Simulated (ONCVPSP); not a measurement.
**Os (Z = 76): ONCV pseudisation with LDA (Perdew-Wang 92), scalar-relativistic reference atom.**

ONCVPSP 4.0.1 was run on this input:

```
# ATOM AND REFERENCE CONFIGURATION
# atsym  z   nc   nv     iexc    psfile
  Os 76.00   10    4  -001012      upf
#
#   n    l    f
    1    0    2.00
    2    0    2.00
    2    1    6.00
    3    0    2.00
    3    1    6.00
    3    2   10.00
    4    0    2.00
    4    1    6.00
    4    2   10.00
    4    3   14.00
    5    0    2.00
    5    1    6.00
    5    2    6.00
    6    0    2.00
#
# PSEUDOPOTENTIAL AND OPTIMIZATION
# lmax
    3
#
#   l,   rc,      ep,       ncon, nbas, qcut
    0    1.90    0.00    5    9    5.50
    1    1.70    0.00    3    7    7.50
    2    1.75    0.00    4    7    5.90
    3    1.60    0.38    3    6    6.00
#
# LOCAL POTENTIAL
# lloc, lpopt,  rc(5),   dvloc0
    4    5    1.40    1.00
#
# VANDERBILT-KLEINMAN-BYLANDER PROJECTORs
# l, nproj, debl
    0    2    3.50
    1    2    3.80
    2    2    3.50
    3    1    3.50
#
# MODEL CORE CHARGE
# icmod, fcfact, rcfact
    3    3.75    1.50
#
# LOG DERIVATIVE ANALYSIS
# epsh1, epsh2, depsh
   -5.00    5.00    0.04
#
# OUTPUT GRID
# rlmax, drl
    6.00    0.01
#
# TEST CONFIGURATIONS
# ncnf
    4
# nvcnf
#   n    l    f
    4
    5    0    2.00
    5    1    6.00
    5    2    6.00
    6    0    1.00
#
    4
    5    0    2.00
    5    1    6.00
    5    2    6.00
    6    0    0.00
#
    4
    5    0    2.00
    5    1    6.00
    5    2    5.00
    6    0    0.00
#
    5
    5    0    2.00
    5    1    6.00
    5    2    6.00
    6    0    1.00
    6    1    1.00
#
```

Command:

```bash
oncvpsp.x < Os.dat > Os.out
```

Resulting log (shortened: citation, most of the input echo, consistency checks and plot data are left out):

```
ONCVPSP  (Optimized Norm-Conservinng Vanderbilt PSeudopotential)
scalar-relativistic version 4.0.1

#   n    l    f        energy (Ha)
    1    0    2.00    -2.7128288E+03
    2    0    2.00    -4.7250989E+02
    2    1    6.00    -4.1157040E+02
    3    0    2.00    -1.0994365E+02
    3    1    6.00    -9.2054561E+01
    3    2   10.00    -7.2043577E+01
    4    0    2.00    -2.3176910E+01
    4    1    6.00    -1.7307624E+01
    4    2   10.00    -1.0022327E+01
    4    3   14.00    -1.9218142E+00
    5    0    2.00    -3.3749736E+00
    5    1    6.00    -1.8762239E+00
    5    2    6.00    -2.3746054E-01
    6    0    2.00    -2.3442202E-01

Reference configufation results
  iterations    27
  all-electron total energy (Ha)   -1.72440166D+04

Begin loop to  construct optimized pseudo wave functions
and semi-local pseudopoentials for all angular momenta

Calculating optimized projector #   1

 for l=   0

    Fraction of norm inside rc  0.986713
    Optimizing pswf for qcut=   5.51 a_B^-1,  ecut=  15.16 Ha
    Residual kinetic energy error=  2.76D-04 Ha

    Energy error per electron        Cutoff
         Ha          eV             Ha
         0.01000     0.27211        5.52
         0.00100     0.02721       12.46
         0.00010     0.00272       36.53
         0.00001     0.00027       63.52

Calculating optimized projector #   2

 for l=   0

    Fraction of norm inside rc  0.131977
    Optimizing pswf for qcut=   5.51 a_B^-1,  ecut=  15.16 Ha
    Residual kinetic energy error=  3.86D-04 Ha

    Energy error per electron        Cutoff
         Ha          eV             Ha
         0.01000     0.27211        5.03
         0.00100     0.02721       13.03
         0.00010     0.00272       28.41
         0.00001     0.00027       73.78

   Wellstate for l =  1  n =  7
     eigenvalue =   1.9238
     asymptotic potential =   2.4238
     half-point radius =  3.3431

Calculating optimized projector #   1

 for l=   1

    Fraction of norm inside rc  0.900994
    Optimizing pswf for qcut=   7.51 a_B^-1,  ecut=  28.18 Ha
    Residual kinetic energy error=  1.71D-06 Ha

    Energy error per electron        Cutoff
         Ha          eV             Ha
         0.01000     0.27211        9.91
         0.00100     0.02721       12.35
         0.00010     0.00272       20.02
         0.00001     0.00027       24.97

Calculating optimized projector #   2

 for l=   1

    Fraction of norm inside rc  0.103694
    Optimizing pswf for qcut=   7.51 a_B^-1,  ecut=  28.18 Ha
    Residual kinetic energy error=  1.05D-05 Ha

    Energy error per electron        Cutoff
         Ha          eV             Ha
         0.01000     0.27211        9.42
         0.00100     0.02721       13.17
         0.00010     0.00272       23.64
         0.00001     0.00027       28.58

   Wellstate for l =  2  n =  7
     eigenvalue =   3.2625
     asymptotic potential =   3.7625
     half-point radius =  3.1464

Calculating optimized projector #   1

 for l=   2

    Fraction of norm inside rc  0.556799
    Optimizing pswf for qcut=   5.90 a_B^-1,  ecut=  17.43 Ha
    Residual kinetic energy error=  3.92D-04 Ha

    Energy error per electron        Cutoff
         Ha          eV             Ha
         0.01000     0.27211       12.50
         0.00100     0.02721       16.07
         0.00010     0.00272       27.08
         0.00001     0.00027       51.87

Calculating optimized projector #   2

 for l=   2

    Fraction of norm inside rc  0.121980
    Optimizing pswf for qcut=   5.90 a_B^-1,  ecut=  17.43 Ha
    Residual kinetic energy error=  2.08D-03 Ha

    Energy error per electron        Cutoff
         Ha          eV             Ha
         0.01000     0.27211       14.52
         0.00100     0.02721       18.75
         0.00010     0.00272       30.26
         0.00001     0.00027       51.89

   Wellstate for l =  3  n =  5
     eigenvalue =   0.3800
     asymptotic potential =   0.8800
     half-point radius =  7.5680

Calculating optimized projector #   1

 for l=   3

    Fraction of norm inside rc  0.005385
    Optimizing pswf for qcut=   5.99 a_B^-1,  ecut=  17.94 Ha
    Residual kinetic energy error=  1.15D-04 Ha

    Energy error per electron        Cutoff
         Ha          eV             Ha
         0.01000     0.27211        2.92
         0.00100     0.02721        9.85
         0.00010     0.00272       18.84
         0.00001     0.00027       59.42

Construct Vanderbilt / Kleinmman-Bylander projectors

B matrix Hermiticity error, ll=   0
   1   2    4.8296E-04

  Orthonormal projector coefficients  7.2323E+00  1.3708E+00

B matrix Hermiticity error, ll=   1
   1   2   -5.9755E-04

  Orthonormal projector coefficients  5.1649E+00  7.0728E-01

B matrix Hermiticity error, ll=   2
   1   2   -4.0580E-04

  Orthonormal projector coefficients  3.1859E+00  3.6766E-01

Model core correction analysis
  based on d2Exc/dn_idn_j

d2excae - all-electron derivatives

   -2.619330D-02   -2.318327D-02   -1.170264D-02   -1.915806D-03
   -2.318329D-02   -2.301133D-02   -1.459734D-02   -3.018344D-03
   -1.170269D-02   -1.459737D-02   -1.651811D-02   -1.083437D-02
   -1.915805D-03   -3.018274D-03   -1.083315D-02   -2.132688D-02

d2excps - pseudofunction derivatives with no core correction

   -5.221350D-02   -3.504162D-02   -1.439527D-02   -4.202312D-03
   -3.504319D-02   -3.201493D-02   -1.780230D-02   -3.874459D-03
   -1.439566D-02   -1.780250D-02   -1.823781D-02   -1.103432D-02
   -4.203022D-03   -3.874432D-03   -1.103311D-02   -2.157585D-02

rms 2nd derivative error    8.251762E-03

rmatch, rhocmatch    0.8842   12.8011

Teter function model core charge with specified parameters

d2excps - pseudofunction derivatives with core correction

   -2.878563D-02   -2.266950D-02   -1.080998D-02   -2.397250D-03
   -2.266951D-02   -2.287259D-02   -1.439395D-02   -3.109167D-03
   -1.080998D-02   -1.439394D-02   -1.654566D-02   -1.083903D-02
   -2.397256D-03   -3.109093D-03   -1.083781D-02   -2.140580D-02

rms 2nd derivative error    7.677482E-04

Pseudoatom total energy  -93.129055

Diagnostic tests using Vanderbilt-Kleinman-Bylander pseudopotentials
  1 or more projectors used as specified by nproj input data

   l    rcore       rmatch      e in        delta e   norm test  slope test

   0   1.9015681   1.9593038  -3.3749736   0.0000035   1.0002348   1.0002100
   0   1.9015681   1.9593038  -0.2344220   0.0000017   1.0000347   1.0000259

   1   1.7074509   1.7592928  -1.8762239   0.0000100   1.0001644   1.0001750
   1   1.7074509   1.7592928   1.9237761   0.0001310   1.0003311   1.0003311

   2   1.7592928   1.8127088  -0.2374605   0.0000019   1.0000739   1.0000907
   2   1.7592928   1.8127088   3.2625395   0.0000979   1.0003278   1.0003278

   3   1.6083050   1.6571367   0.3800000  -0.0006658   0.9999370   0.9999370

 Testing for bound ghosts
   n   l    E NL Schr. Eq   E Basis Diag.   E Cutoff

   1   0       -3.374970       -3.374970     97.40
   2   0       -0.234420       -0.216633     97.40

   2   1       -1.876214       -1.876220     76.81

   3   2       -0.237459       -0.233746     83.29

 Testing for highly-localized positive-energy ghosts
       l    <radius>/rc     E Basis Diag.   E Cutoff

       0        0.999555        6.236819     97.40  WARNING - GHOST(+)

Test configuration 0

   n   l     f        eae           eps        diff
   1   0  2.0000-2712.82878198
   2   0  2.0000 -472.50988726
   2   1  6.0000 -411.57039579
   3   0  2.0000 -109.94364875
   3   1  6.0000  -92.05456126
   3   2 10.0000  -72.04357728
   4   0  2.0000  -23.17690974
   4   1  6.0000  -17.30762397
   4   2 10.0000  -10.02232734
   4   3 14.0000   -1.92181420
   5   0  2.0000   -3.37497359   -3.37497008    3.51D-06
   5   1  6.0000   -1.87622392   -1.87621389    1.00D-05
   5   2  6.0000   -0.23746054   -0.23745863    1.91D-06
   6   0  2.0000   -0.23442202   -0.23442029    1.74D-06

    Total energies and differences
      AE_ref= -1.72440166D+04  AE_tst= -1.72440166D+04  dif=  0.00D+00
      PS_ref= -9.31290552D+01  PS_tst= -9.31290552D+01  dif=  1.14D-13
      PSP excitation error= -1.14D-13

Test configuration 1

   n   l     f        eae           eps        diff
   1   0  2.0000-2713.12850269
   2   0  2.0000 -472.80742472
   2   1  6.0000 -411.86800208
   3   0  2.0000 -110.24155957
   3   1  6.0000  -92.35247278
   3   2 10.0000  -72.34130624
   4   0  2.0000  -23.47499715
   4   1  6.0000  -17.60569428
   4   2 10.0000  -10.32031533
   4   3 14.0000   -2.21979924
   5   0  2.0000   -3.67327434   -3.67539193   -2.12D-03
   5   1  6.0000   -2.17515328   -2.17562865   -4.75D-04
   5   2  6.0000   -0.52925839   -0.52911375    1.45D-04
   6   0  1.0000   -0.49491513   -0.49511142   -1.96D-04

    Total energies and differences
      AE_ref= -1.72440166D+04  AE_tst= -1.72436544D+04  dif=  3.62D-01
      PS_ref= -9.31290552D+01  PS_tst= -9.27666573D+01  dif=  3.62D-01
      PSP excitation error= -2.07D-04

Test configuration 2

   n   l     f        eae           eps        diff
   1   0  2.0000-2713.46823949
   2   0  2.0000 -473.14418471
   2   1  6.0000 -412.20486468
   3   0  2.0000 -110.57849465
   3   1  6.0000  -92.68940984
   3   2 10.0000  -72.67804517
   4   0  2.0000  -23.81202933
   4   1  6.0000  -17.94269412
   4   2 10.0000  -10.65718904
   4   3 14.0000   -2.55653348
   5   0  2.0000   -4.00949116   -4.01491576   -5.42D-03
   5   1  6.0000   -2.51123760   -2.51263242   -1.39D-03
   5   2  6.0000   -0.85362412   -0.85339919    2.25D-04

    Total energies and differences
      AE_ref= -1.72440166D+04  AE_tst= -1.72430195D+04  dif=  9.97D-01
      PS_ref= -9.31290552D+01  PS_tst= -9.21311847D+01  dif=  9.98D-01
      PSP excitation error= -8.03D-04

Test configuration 3

   n   l     f        eae           eps        diff
   1   0  2.0000-2713.97572430
   2   0  2.0000 -473.65345775
   2   1  6.0000 -412.71413070
   3   0  2.0000 -111.08503463
   3   1  6.0000  -93.19595587
   3   2 10.0000  -73.18511141
   4   0  2.0000  -24.31758603
   4   1  6.0000  -18.44822490
   4   2 10.0000  -11.16270542
   4   3 14.0000   -3.06097838
   5   0  2.0000   -4.50592723   -4.51227604   -6.35D-03
   5   1  6.0000   -2.99804571   -3.00039725   -2.35D-03
   5   2  5.0000   -1.29723281   -1.29739789   -1.65D-04

    Total energies and differences
      AE_ref= -1.72440166D+04  AE_tst= -1.72419480D+04  dif=  2.07D+00
      PS_ref= -9.31290552D+01  PS_tst= -9.10595693D+01  dif=  2.07D+00
      PSP excitation error= -9.34D-04

Test configuration 4

   n   l     f        eae           eps        diff
   1   0  2.0000-2712.89490441
   2   0  2.0000 -472.57489305
   2   1  6.0000 -411.63538405
   3   0  2.0000 -110.00902261
   3   1  6.0000  -92.11992634
   3   2 10.0000  -72.10883695
   4   0  2.0000  -23.24245176
   4   1  6.0000  -17.37315288
   4   2 10.0000  -10.08780497
   4   3 14.0000   -1.98728483
   5   0  2.0000   -3.44057646   -3.44233809   -1.76D-03
   5   1  6.0000   -1.94194273   -1.94229598   -3.53D-04
   5   2  6.0000   -0.29799631   -0.29784953    1.47D-04
   6   0  1.0000   -0.27934512   -0.27947197   -1.27D-04
   6   1  1.0000   -0.08395290   -0.08397109   -1.82D-05

    Total energies and differences
      AE_ref= -1.72440166D+04  AE_tst= -1.72438277D+04  dif=  1.89D-01
      PS_ref= -9.31290552D+01  PS_tst= -9.29400357D+01  dif=  1.89D-01
      PSP excitation error= -9.03D-05
```

The run took about 5.7 s on one core of a shared server CPU.
